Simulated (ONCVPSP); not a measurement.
# Plane-wave convergence, ONCV potential for bromine (Br)

```
Element                 : Br (Z = 35)
Generator               : ONCVPSP 4.0.1
Type                    : optimised norm-conserving Vanderbilt (ONCV)
Functional              : LDA (Perdew-Zunger)
Relativity              : scalar-relativistic
Frozen core             : [Ne]
Valence charge          : 25
Reference configuration : 3s2 3p6 3d10 4s1.5 4p5.5
Partial waves           : 3s+4s: rc 0.90 bohr, ncon 5, nbas 9, qcut 15.4 1/bohr, 3 projectors, debl 3.2 Ha; 3p+4p: rc 0.80 bohr, ncon 4, nbas 8, qcut 16.7 1/bohr, 2 projectors; 3d: rc 0.80 bohr, ncon 3, nbas 8, qcut 23.5 1/bohr, local
Local potential         : the d channel
Core correction         : Teter function, fcfact 2.75, rcfact 1.55
```

**Question.** For each optimised wave give the share of its norm inside rc, the residual kinetic energy above qcut (Ha) and the cutoffs (Ha) for errors of 10, 1, 0.1 and 0.01 mHa per electron.

**Answer.**

```
         wave  norm inside rc  residual KE  10 mHa  1 mHa  0.1 mHa  0.01 mHa
           3s           0.941      7.6e-06    73.6   91.1    104.3     116.8
           4s           0.070      4.3e-06    62.1   84.2    100.6     113.0
s projector 3           0.027      2.8e-06    53.1   78.3     97.3     111.4
           3p           0.859      1.9e-07    62.5   77.9     90.6     100.8
           4p           0.035      2.9e-07    47.5   64.0     78.2      88.9
           3d           0.803      1.4e-08   161.0  190.9    215.1     235.3
```

The occupied waves need 191 Ha and 215 Ha for 1 and 0.1 mHa.
